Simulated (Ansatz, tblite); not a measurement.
Forces on C8H16N2O (relaxed from a model of 1-butyl-3-methylimidazolium hydroxide, whose bonding it doesn't keep) at its PBE-D4/def2-SVP geometry. Charge 0, multiplicity 1.

The xTB rows come from tblite.

GFN2-xTB (tblite), largest force 0.91 eV/Å:

```xyz
27
positions Å, forces eV/Å
C     1.098   -3.165   -1.870    0.188   -0.201   -0.490
C     0.449   -2.402   -0.716    0.118    0.055    0.709
C    -0.842   -1.684   -1.124   -0.275   -0.004   -0.742
C    -1.514   -0.872   -0.009   -0.140    0.214    0.631
N    -0.728    0.265    0.456    0.276    0.150   -0.146
C     0.287    0.185    1.409   -0.453   -0.241   -0.282
C     0.769    1.573    1.650    0.135    0.225   -0.518
N     0.268    2.223    0.422    0.311    0.343    0.472
C     0.401    3.648    0.241    0.056    0.295   -0.063
C    -0.760    1.475   -0.116   -0.174   -0.759    0.001
H     0.415   -3.934   -2.290    0.355    0.506    0.340
H     2.025   -3.682   -1.547   -0.602    0.366   -0.097
H     1.373   -2.480   -2.701   -0.202   -0.362    0.569
H     0.222   -3.102    0.121    0.078    0.297   -0.540
H     1.155   -1.653   -0.293   -0.315   -0.344   -0.346
H    -0.639   -1.006   -1.983   -0.001   -0.326    0.500
H    -1.587   -2.427   -1.489    0.429    0.338    0.257
H    -2.491   -0.481   -0.357    0.447   -0.158    0.026
H    -1.717   -1.516    0.872    0.188    0.188   -0.403
H     0.257   -0.611    2.162   -0.091    0.686   -0.449
H     1.870    1.733    1.737   -0.504   -0.152   -0.098
H     0.078    3.931   -0.782    0.116   -0.233    0.575
H     1.466    3.937    0.359   -0.544   -0.244   -0.022
H    -0.191    4.233    0.981    0.251   -0.303   -0.352
H    -1.338    1.740   -1.007    0.482   -0.166    0.694
O     0.288    2.216    2.867   -0.644   -0.552   -0.327
H    -0.611    1.855    3.007    0.513    0.382    0.100
```

PBE-D4/def2-TZVP (Ansatz), largest force 0.55 eV/Å:

```
C 0.104 -0.126 -0.223
C 0.072 0.055 0.304
C -0.065 -0.005 -0.289
C -0.271 -0.109 0.116
N 0.101 0.269 -0.059
C -0.042 -0.075 0.157
C 0.373 -0.208 -0.348
N -0.082 -0.133 -0.037
C 0.016 0.371 -0.030
C -0.038 -0.080 -0.068
H 0.174 0.208 0.123
H -0.268 0.155 -0.074
H -0.081 -0.177 0.240
H 0.055 0.168 -0.232
H -0.181 -0.207 -0.137
H -0.040 -0.183 0.227
H 0.186 0.182 0.108
H 0.259 -0.090 0.074
H 0.071 0.162 -0.217
H -0.004 0.258 -0.235
H -0.345 -0.054 -0.015
H 0.083 -0.110 0.288
H -0.284 -0.106 -0.031
H 0.157 -0.178 -0.232
H 0.195 -0.091 0.310
O -0.246 0.042 0.229
H 0.100 0.062 0.051
```

PBE0-D4/def2-TZVP (Ansatz), largest force 0.93 eV/Å:

```
C 0.089 -0.124 -0.247
C 0.078 0.081 0.362
C -0.070 0.017 -0.324
C -0.250 -0.069 0.164
N 0.245 0.853 -0.265
C -0.276 0.052 0.036
C 0.210 0.045 -0.266
N -0.299 -0.317 0.148
C 0.000 0.308 -0.007
C 0.318 -0.596 0.372
H 0.318 0.381 0.223
H -0.477 0.276 -0.133
H -0.145 -0.320 0.429
H 0.101 0.319 -0.428
H -0.347 -0.381 -0.250
H -0.079 -0.333 0.428
H 0.353 0.351 0.205
H 0.500 -0.177 0.149
H 0.133 0.325 -0.423
H -0.019 0.447 -0.413
H -0.633 -0.107 -0.049
H 0.156 -0.182 0.519
H -0.533 -0.190 -0.064
H 0.292 -0.335 -0.402
H 0.313 -0.155 0.529
O -0.646 -0.461 -0.267
H 0.665 0.294 -0.028
```
